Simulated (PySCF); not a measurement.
PySCF 2.14 output of an unrestricted PBE calculation on a single atom or ion in x2c-TZVPPall, with the spin-free X2C one-electron Hamiltonian (Gaussian nucleus):

```
SCF conv_tol = 1e-09
number electrons alpha = 24  beta = 20
    J. P. Perdew, K. Burke, and M. Ernzerhof.,  Phys. Rev. Lett. 77, 3865 (1996)
    J. P. Perdew, K. Burke, and M. Ernzerhof.,  Phys. Rev. Lett. 78, 1396 (1997)
    J. P. Perdew, K. Burke, and M. Ernzerhof.,  Phys. Rev. Lett. 77, 3865 (1996)
    J. P. Perdew, K. Burke, and M. Ernzerhof.,  Phys. Rev. Lett. 78, 1396 (1997)
cycle= 1 E= -5043.34609286184  delta_E= -0.0158  |g|= 0.0774  |ddm|= 0.244
cycle= 2 E= -5043.34651684678  delta_E= -0.000424  |g|= 0.0341  |ddm|= 0.0634
cycle= 3 E= -5043.34676618646  delta_E= -0.000249  |g|= 0.00986  |ddm|= 0.0432
cycle= 4 E= -5043.34678244281  delta_E= -1.63e-05  |g|= 0.00312  |ddm|= 0.00419
cycle= 5 E= -5043.34678391338  delta_E= -1.47e-06  |g|= 0.00156  |ddm|= 0.00095
cycle= 6 E= -5043.34678442082  delta_E= -5.07e-07  |g|= 0.00018  |ddm|= 0.00142
cycle= 7 E= -5043.34678442718  delta_E= -6.36e-09  |g|= 6.49e-06  |ddm|= 9.12e-05
cycle= 8 E= -5043.34678442719  delta_E= -9.09e-12  |g|= 9.74e-07  |ddm|= 4.71e-06
converged SCF energy = -5043.34678442719  <S^2> = 6.0006747  2S+1 = 5.0002699
```

The run itself started from symmetry-adapted Hartree-Fock orbitals and held the occupation by maximum overlap, on a logarithmic radial grid, so the iterations belong to that start.

Task: Which element, charge and spin multiplicity is this?

Result: Pd²⁺ (palladium, charge +2), multiplicity 5; the state was [Kr] 4d7 5p1, one real determinant (an excited configuration).

⟨L²⟩ = 13.70 against 20 for a pure G term, so this real determinant mixes terms.
